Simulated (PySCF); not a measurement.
**How well do the runs reproduce experiment for selenophene?**

**Experimental background.**

NIST CCCBDB Release 22 (SRD 101), experimental dipoles lists, for the gas: dipole moment 0.398 ± 0.01 D.

The results are set against them at the end.

Species: selenophene, C4H4Se.
Numbering: `[cH:1]1[cH:2][cH:3][se:4][cH:5]1` (hydrogens: H6 on C1; H7 on C2; H8 on C3; H9 on C5)

Geometry (PBE0-D3(BJ)/def2-SVP, Å), atoms numbered from 1 in this order:
```xyz
9
C4H4Se angstrom
C      0.5727   -0.7415    0.0011
C     -0.8458   -0.5726   -0.0369
C     -1.2793    0.6776    0.3021
Se     0.1356    1.7987    0.7221
C      1.2686    0.3740    0.3721
H      1.0654   -1.6845   -0.2454
H     -1.5319   -1.3754   -0.3153
H     -2.3082    1.0340    0.3420
H      2.3485    0.4792    0.4704
```

Runs made with PySCF (gas phase, on this PBE0-D3(BJ)/def2-SVP geometry; no spin–orbit coupling):

```
                             level                                                           job  basis functions  wall time
PBE0-D3(BJ)/def2-SVP, grid level 1  geometry optimisation from a GFN2-xTB start shaken at random              108       30 s
```

Hardware: one thread, Arm Neoverse V1 (aarch64), no GPU, on a shared host.

Results beside the measurements:

**Dipole moment.** Measured: 0.398 D (NIST CCCBDB Release 22 (SRD 101), experimental dipoles).

| level | computed (D) | computed − measured (D) | % (from the printed values) |
| --- | --- | --- | --- |
| PBE0-D3(BJ)/def2-SVP | 0.267 | -0.131 | -33 |

The computed dipoles belong to one fixed geometry; measured ones are averaged over vibrations unless marked μe. Magnitudes are compared, not signs.

No measured geometry was used, and the causes of the misses weren't examined.
